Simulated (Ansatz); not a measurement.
Calculated with Ansatz (gas phase, PBE0-D4/def2-TZVP geometries, no zero-point term in ΔE). CCSD(T)/CBS is the MP2 limit (def2-TZVPP, def2-QZVPP) plus CCSD(T) − MP2 in def2-TZVPP, frozen cores. This one scheme is used for every species. DFT in def2-TZVPP. HSE06 is defined as in plane-wave codes. For Ga, Se outer-core shells are correlated without core-valence functions, which leaves a few kJ/mol of doubt a bond. Scalar relativity is left out up to krypton. Each species was taken in one conformer, which may not be the lowest.

Reaction (formal exchange of groups at a Ga–Se bond): `C[Se][GaH][Cl]` + ethane → `C[CH2][GaH][Cl]` + `C[SeH]`

```tsv
level	ΔE (kJ/mol)	difference from CCSD(T)/CBS
r2SCANh-D4	129.9	5.9
ωB97M-V	122.5	-1.5
PBE-QIDH	128.0	4.0
BLYP	122.5	-1.5
r2SCANh	129.5	5.5
HSE06	126.0	2.0
HF/def2-SVP	130.1	6.1
HF/def2-TZVPP	130.9	6.9
MP2/def2-TZVPP	127.2	3.2
SCS-MP2/def2-TZVPP	124.9	0.9
CCSD(T)/CBS	124.0	0
```

Largest T1 diagnostic among the species: 0.011.

Leaving LDA and LC-ωPBE aside and taking each functional with its dispersion term where it has one, the values, not all of them listed here, spread over 10.4 kJ/mol, from ωB97X-V to BHLYP-D4. In def2-TZVPP, CCSD(T) changes the Hartree–Fock value by −7.3 kJ/mol (the triples alone add +1.0 kJ/mol) and MP2 by −3.7 kJ/mol.
